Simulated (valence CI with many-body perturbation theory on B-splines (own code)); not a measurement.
Hyperfine factors and g values of Lu49+

Level of theory: configuration interaction combined with many-body perturbation theory (CI+MBPT): four valence electrons over a frozen Dirac-Fock core [Ar], a basis of 7 s, 7 p, 8 d, 6 f, 4 g, 1 h functions for each j, with the one-electron correlation potential Σ1, the two-electron term Σ2, the three-electron term Σ3, Breit, model QED; selected CI, second order for the rest, scaled by the run's own slope (own B-spline code, finite nucleus).

The last digits are not significant, and no measured levels were compared; by estimate large intervals hold to a few tenths of a per cent, small ones and those within an open d or f shell to about a per cent. Excitations out of the core, of the other parity, are not computed and may begin above about 227 eV (a cautious bound); beyond it only levels of the ground parity were kept, without lifetimes. Only levels of the ground parity were solved; by the run's estimate the other parity begins above the list, which can be wrong where configurations are misplaced.

A/g_I is the dipole constant over the nuclear g factor μ/I (μ in nuclear magnetons, uniformly magnetised nucleus), B/Q the quadrupole constant per barn. Both hold the static response of the core; the bare values leave it out. Large factors of s and p1/2 electrons are usually good to 5 to 10 %; those of open d and f shells near neutrality can be off by tens of per cent, and small factors of p3/2, d and f electrons come from cancelling terms and can be off by a factor of two or in sign, in half-filled shells by more. B is blank for J = 1/2, where it vanishes, and for nearly pure S terms. Energies count from the lowest level. Levels with J = 0 are left out.

Levels are named by their leading jj configuration (3d3/2^4 stands for four electrons in 3d with j = 3/2), which in mixed levels can hold well under half, so a name can repeat and another be missing. Letters in brackets count levels of one name in rising energy.

| Level | E (cm⁻¹) | g | A/g_I (MHz) | A/g_I bare | B/Q (MHz/b) | B/Q bare |
| --- | --- | --- | --- | --- | --- | --- |
| (3d3/2^3 3d5/2) J=1 | 414970 | 1.491 | -5600 | -4220 | 16700 | 16800 |
| (3d3/2^3 3d5/2) J=4 | 507190 | 1.065 | 54100 | 54400 | 5680 | 5610 |
| (3d3/2^3 3d5/2) J=2 | 527010 | 1.209 | 35800 | 36500 | 46500 | 47000 |
| (3d3/2^3 3d5/2) J=3 | 554080 | 1.124 | 48400 | 48800 | 37000 | 37400 |
| (3d3/2^2 3d5/2^2) J=2 [a] | 904170 | 1.256 | 16600 | 17400 | 29700 | 30100 |
| (3d3/2^2 3d5/2^2) J=4 [a] | 918720 | 1.143 | 43400 | 43900 | -20200 | -20500 |
| (3d3/2^2 3d5/2^2) J=3 [a] | 934110 | 1.168 | 35600 | 36100 | 7250 | 7320 |
| (3d3/2^2 3d5/2^2) J=5 | 963690 | 1.078 | 49300 | 49600 | 44300 | 44800 |
| (3d3/2^2 3d5/2^2) J=6 | 985840 | 1.069 | 52400 | 52700 | 55300 | 55900 |
| (3d3/2^2 3d5/2^2) J=1 | 1000300 | 1.082 | 57400 | 57700 | 6990 | 7040 |
| (3d3/2^2 3d5/2^2) J=3 [b] | 1027200 | 1.070 | 55900 | 56100 | 11900 | 12100 |
| (3d3/2^2 3d5/2^2) J=4 [b] | 1028800 | 1.028 | 56200 | 56400 | -15100 | -15300 |
| (3d3/2^2 3d5/2^2) J=2 [b] | 1043100 | 1.081 | 50600 | 50900 | 21500 | 21700 |
| (3d3/2^2 3d5/2^2) J=2 [c] | 1139000 | 0.974 | 68700 | 68800 | -5940 | -6040 |
| (3d3/2^2 3d5/2^2) J=4 [c] | 1179500 | 1.184 | 38200 | 38800 | 85100 | 86100 |
| (3d3/2^2 3d5/2^2) J=2 [d] | 1273600 | 1.138 | 47800 | 48200 | -26300 | -26600 |
| (3d3/2 3d5/2^3) J=4 [a] | 1404900 | 1.156 | 36300 | 36800 | -44900 | -45500 |
| (3d3/2 3d5/2^3) J=3 [a] | 1414800 | 1.185 | 28700 | 29300 | 3000 | 3080 |
| (3d3/2 3d5/2^3) J=1 [a] | 1454100 | 0.983 | 48700 | 48800 | 22900 | 23200 |
| (3d3/2 3d5/2^3) J=5 | 1459300 | 1.134 | 42700 | 43200 | -30100 | -30500 |
| (3d3/2 3d5/2^3) J=6 | 1464600 | 1.077 | 48700 | 49000 | 61300 | 62100 |
| (3d3/2 3d5/2^3) J=2 [a] | 1523900 | 1.059 | 54600 | 54800 | 42600 | 43000 |
| (3d3/2 3d5/2^3) J=3 [b] | 1539300 | 1.087 | 47900 | 48300 | 12600 | 12800 |
| (3d3/2 3d5/2^3) J=3 [c] | 1653700 | 1.054 | 53000 | 53200 | 69400 | 70200 |
| (3d3/2 3d5/2^3) J=1 [b] | 1657700 | 1.405 | 11400 | 12500 | -35100 | -35400 |
| (3d3/2 3d5/2^3) J=4 [b] | 1660000 | 1.045 | 53500 | 53700 | 61100 | 61900 |
| (3d3/2 3d5/2^3) J=2 [b] | 1692200 | 1.107 | 47200 | 47500 | -86300 | -87200 |
| (3d5/2^4) J=4 | 1957500 | 1.158 | 35700 | 36200 | -59300 | -59900 |
| (3d5/2^4) J=2 | 2039700 | 1.092 | 37900 | 38200 | 40300 | 40700 |

Q: Take the isotope of mass number 176, with I = 7, μ = 3.16 μN and Q = 4.92 b. What is the hyperfine structure of (3d3/2^3 3d5/2) J=1?

A: From the table A = -2530 MHz, B = 82000 MHz. Shifts from the centre of gravity in MHz: F = 6: 50900, F = 7: -47300, F = 8: 2790.
